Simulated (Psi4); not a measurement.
Intermolecular potential of H2O ··· F4Si (SMILES O and F[Si](F)(F)F). Monomers: optimised at B3LYP-D3(BJ) (def2-TZVP), held rigid. Orientation: lowest of the rigid-body minima from ten starts at GFN2-xTB. Only R, the distance of the centres of mass, is varied, so the lowest point isn't the relaxed dimer.

Level of theory: SAPT0/jun-cc-pVDZ, frozen core run with Psi4.

Components in kcal/mol:

| R / Å | electrostatics | exchange | induction | dispersion | total |
|---|---|---|---|---|---|
| 2.16 | -60.01 | 102.33 | -14.37 | -7.48 | 20.46 |
| 2.41 | -31.38 | 47.44 | -6.46 | -4.52 | 5.07 |
| 2.56 | -21.54 | 29.55 | -3.96 | -3.36 | 0.69 |
| 2.78 | -12.75 | 14.59 | -1.96 | -2.19 | -2.31 |
| 2.94 | -8.94 | 8.67 | -1.20 | -1.62 | -3.09 |
| 3.17 | -5.60 | 4.07 | -0.62 | -1.07 | -3.22 |
| 3.50 | -3.11 | 1.34 | -0.26 | -0.59 | -2.63 |
| 3.76 | -2.08 | 0.54 | -0.14 | -0.38 | -2.06 |
| 4.26 | -1.07 | 0.09 | -0.05 | -0.17 | -1.20 |
| 4.98 | -0.48 | 0.01 | -0.02 | -0.06 | -0.55 |
| 5.95 | -0.20 | 0.00 | 0.00 | -0.02 | -0.22 |
| 7.32 | -0.07 | 0.00 | 0.00 | -0.01 | -0.08 |
